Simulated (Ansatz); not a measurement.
CH6NOSi (`CO[SiH2][NH]`) radical. Total charge 0; spin multiplicity 2.

```
atom   x (Å)   y (Å)   z (Å)
  C1   0.172  -0.854   1.273
  O2  -0.273  -0.888  -0.062
 Si3   0.081   0.263  -1.175
  N4  -0.715   1.802  -1.068
  H5  -0.425  -0.158   1.874
  H6   0.065  -1.853   1.699
  H7   1.226  -0.558   1.343
  H8  -0.306  -0.309  -2.485
  H9   1.533   0.594  -1.106
 H10  -1.358   1.961  -0.292
```

**Question.** What are the harmonic wavenumbers in cm⁻¹ at PBE0-D4/def2-TZVP (Ansatz, finite differences of forces, unscaled)? (Best estimate.)

**Answer.** Ansatz gave: 77, 88, 195, 233, 292, 579, 672, 762, 779, 843, 907, 922, 1153, 1182, 1217, 1482, 1492, 1501, 2195, 2249, 3013, 3074, 3121, 3515.

**Question.** Is this a minimum?

**Answer.** Yes, all 24 modes are real.

**Question.** Give the ideal-gas thermochemistry at 298.15 K and 1 bar (rigid rotor, harmonic oscillator; point group C1, symmetry number 1).

**Answer.** Zero-point energy 188.7 kJ/mol; H(298) − E = 208.5 kJ/mol; entropy 336.8 J/(mol·K), of which translation 162.9, rotation 105.1, vibration 63.0, electronic 5.8; G(298) − E = 108.0 kJ/mol. Modes under 100 cm⁻¹ are hindered rotations or soft bends, so the harmonic entropy is rough.
